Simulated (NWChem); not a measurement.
Species: C₂H₄N₂OSi; SMILES C1O[SiH2]N=CN=1

```xyz
10

C      1.1395     1.0626     0.0000
N      0.0181     1.7123     0.0000
C     -1.1961     1.0104     0.0000
N     -1.4103    -0.2667     0.0000
Si    -0.0396    -1.3357     0.0000
O      1.3459    -0.2604     0.0000
H      2.0924     1.6297     0.0000
H     -2.0728     1.6955     0.0000
H      0.0544    -2.1826     1.2310
H      0.0544    -2.1826    -1.2310
```
Atoms are numbered in this order, from 1.

All runs: NWChem. Coordinates come from a PBE-D3(BJ)/def2-SVP optimisation. Vzz is the largest principal value of the second derivative of the potential at the nucleus (NWChem prints the opposite sign); η is the asymmetry. Non-relativistic.

**Question.** What does the run give for Hartree-Fock/def2-TZVP? Quantities: Vzz N2 (a.u.); η N2; Vzz N4 (a.u.); η N4; Vzz O6 (a.u.); η O6.

**Answer.** 
| Item | Result |
|---|---|
| Vzz N2 (a.u.) | -0.903 |
| η N2 | 0.16 |
| Vzz N4 (a.u.) | -0.855 |
| η N4 | 0.50 |
| Vzz O6 (a.u.) | 1.430 |
| η O6 | 0.10 |
